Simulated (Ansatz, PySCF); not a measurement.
C5H7O, doublet, at a GFN2-xTB geometry. Base run: B3LYP5/STO-3G in PySCF.

Input for PySCF:
```python
from pyscf import gto, scf, dft

mol = gto.Mole()
mol.atom = '''
    O    -1.82573338   -0.64971205    0.89879988
    C    -0.77375909   -0.31313800    0.37082882
    C     0.47307306   -0.99544363    0.42351030
    C     1.51669687   -0.29946568   -0.34396356
    C     0.93352357    1.09690470   -0.61562325
    C    -0.58130129    0.92105097   -0.50503971
    H     0.62167536   -1.93475276    0.92596102
    H     2.47468566   -0.27317861    0.18213016
    H     1.70193143   -0.83356765   -1.28581745
    H     1.28222283    1.78856572    0.15238514
    H     1.23813668    1.48806895   -1.58492652
    H    -1.03318178    0.71800635   -1.47861491
    H    -1.08900190    1.78510426   -0.07979190
'''
mol.basis = 'sto-3g'
mol.spin = 1
mol.verbose = 3
mol.build()

mf = dft.UKS(mol)
mf.xc = 'b3lyp5'
mf.kernel()
```

The same geometry, method and basis name were run in Ansatz (a quantum-chemistry and plane-wave program) and PySCF, at each program's defaults and at the settings that a row names. The base is PySCF at its defaults. Differences at the defaults can come from grids, fitting, cores and function types together.

| code and settings | ΔE vs base (mEh) | basis functions | E (Eh) | SCF cycles | dipole (D) |
|---|---|---|---|---|---|
| PySCF, defaults (exact integrals, its default grid, spherical functions) | 0.000 | 37 | -266.34046 | 15 | 2.08 |
| Ansatz, defaults (factorised integrals, its default grid, spherical functions) | 0.000 | 37 | -266.34046 | - | - |
| PySCF, density fitting with def2-universal-jkfit | -1.706 | 37 | -266.34217 | 15 | 2.08 |
| PySCF, fine grid | 0.001 | 37 | -266.34046 | 15 | 2.08 |
| Ansatz, high accuracy | 0.001 | 37 | -266.34046 | - | - |

Open shells are given as the SCF converged; they aren't shown to be the lowest states, and a large step between rows can be another state.
